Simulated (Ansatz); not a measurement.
System (SMILES): [Cl][GeH][Cl], doublet.
Atoms: Ge1, Cl2, Cl3, H4. Bonds: Ge1-Cl2, Ge1-Cl3, Ge1-H4.

Basis-set convergence of the optimised Ge1-H4 bond length at PBE0 with Ansatz (a first-principles code). Cartesian d functions, on some or all atoms, in 3-21G, 6-31G*; all else is spherical. The program fits the integrals of some runs and decomposes those of others, by size. Open shells are unrestricted. No added dispersion term, no relativity. Reference: the value in pcseg-3, 1.5527 Å, itself unsure by roughly 0.0005 Å (its distance from cc-pV(Q+d)Z). Deviations are taken from unrounded values.

```csv
basis,functions,optimised Ge1-H4 bond length (Å),minus reference (Å)
pcseg-0,50,1.5525,-0.0002
3-21G,51,1.5625,0.0099
def2-SV(P),70,1.5649,0.0122
def2-SVP,73,1.5581,0.0054
6-31G*,75,1.5607,0.0081
def2-SVPD,100,1.5559,0.0032
aug-cc-pV(D+d)Z,109,1.5586,0.0059
def2-TZVP,128,1.5550,0.0024
cc-pV(T+d)Z,135,1.5540,0.0014
def2-TZVPP,146,1.5549,0.0023
def2-TZVPD,155,1.5548,0.0021
def2-TZVPPD,173,1.5545,0.0018
aug-pcseg-2,182,1.5535,0.0008
```
